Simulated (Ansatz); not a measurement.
Input for Ansatz (a program for electronic structure): R-PBE/def2-TZVPP on FH4NOSi (SMILES N[SiH](O)F), a point of a torsion scan.

Ansatz 0.2 input:
```yaml
crystal:
  periodic: [false, false, false]
  atoms:
    - {symbol: N, position_ang: [1.16203228, -0.34890570, -0.19926042]}
    - {symbol: Si, position_ang: [-0.30489935, 0.46291979, 0.11549642]}
    - {symbol: O, position_ang: [-1.43366914, -0.46373681, -0.57320979]}
    - {symbol: F, position_ang: [-0.18433979, 1.85915036, -0.67248461]}
    - {symbol: H, position_ang: [2.03397566, 0.13690695, -0.08346377]}
    - {symbol: H, position_ang: [1.25495557, -1.32664132, 0.01032606]}
    - {symbol: H, position_ang: [-0.64568185, 0.84573028, 1.47610660]}
    - {symbol: H, position_ang: [-2.34680562, -0.43283686, -0.30789124]}
basis:
  gaussian:
    orbitals: def2-TZVPP
hamiltonian:
  xc: {name: PBE}
scf: {lower_state_search: off}
```

Program output:

```
WARN ansatz: RAYON_NUM_THREADS=1 ignored (pool sized by the plan → 1); use --threads N
Functional definition: PBE
these checks for a lower state are left out or cut short: stability, starts, cluster_reference, orbital_swaps, neighbouring_geometries, increment
integrals: 0.09 GiB planned
986 factors; their error is unknown
mean field: 0.69 GiB planned
mean field evaluation 1: about -14178.2497 eV, gradient 9.5e1 eV
mean field evaluation 2: about -14124.3471 eV, gradient 1.8e2 eV
mean field evaluation 4: about -14192.8595 eV, gradient 1.6e1 eV
mean field evaluation 8: about -14193.2832 eV, gradient 1.8e-1 eV
mean field evaluation 16: about -14193.2640 eV, gradient 9.6e-5 eV
mean field -14193.26395527 eV, -521.5928298163 hartree, gradient 5.0e-6 eV, S^2 0.000000; 0 other end points of the search recorded, 0 dependent functions left out
reference -14193.26399146 eV, -521.5928311464 hartree; 21, 21 occupied and 170, 170 virtual orbitals, 986 factors
Total energy: -14193.26399146 eV, -521.5928311464 hartree
Checks for a lower state left out: stability, starts, cluster_reference, orbital_swaps, neighbouring_geometries, increment
```

The calculation finished and met its thresholds.

Cost: very roughly 2.7 core-seconds.
